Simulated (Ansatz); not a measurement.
Start from `O/C=C/BF` and change one atom or group to get `O/C=C/[SiH2]O`.

Ansatz, PBE0-D4/def2-TZVP geometries, multiplicity 1. Each molecule was computed in one conformer, which needn't be the lowest.

```json
{"property": "LUMO energy (ωB97M-V/def2-TZVPP) / eV", "`O/C=C/BF`": "1.05"}
{"property": "HOMO energy (B3LYP/def2-TZVPP) / eV", "`O/C=C/BF`": "-7.39"}
{"property": "HOMO–LUMO gap (PBE0/def2-TZVPP) / eV", "`O/C=C/BF`": "6.59"}
{"property": "LUMO energy (PBE/def2-TZVPP) / eV", "`O/C=C/BF`": "-1.98"}
{"property": "HOMO energy (PBE0/def2-TZVPP) / eV", "`O/C=C/BF`": "-7.61"}
{"property": "HOMO–LUMO gap (B3LYP/def2-TZVPP) / eV", "`O/C=C/BF`": "6.13"}
```

(1) Give the same properties after the change, and the shifts. (An estimate is asked.)

## Answers

(1) The calculation gave: 
| property | `O/C=C/[SiH2]O` | shift |
| --- | --- | --- |
| LUMO energy (ωB97M-V/def2-TZVPP) / eV | 1.86 | 0.81 |
| HOMO energy (B3LYP/def2-TZVPP) / eV | -6.83 | 0.56 |
| HOMO–LUMO gap (PBE0/def2-TZVPP) / eV | 7.06 | 0.47 |
| LUMO energy (PBE/def2-TZVPP) / eV | -0.93 | 1.05 |
| HOMO energy (PBE0/def2-TZVPP) / eV | -7.05 | 0.56 |
| HOMO–LUMO gap (B3LYP/def2-TZVPP) / eV | 6.61 | 0.48 |

With PBE0 the HOMO rises by 0.56 eV and the LUMO rises by 1.04 eV, so the gap widens by about 0.48 eV. PBE moves the HOMO by 0.60 eV and ωB97M-V by 0.53 eV.

B3LYP here is the variant with VWN-RPA as its local correlation; programs differ in this.
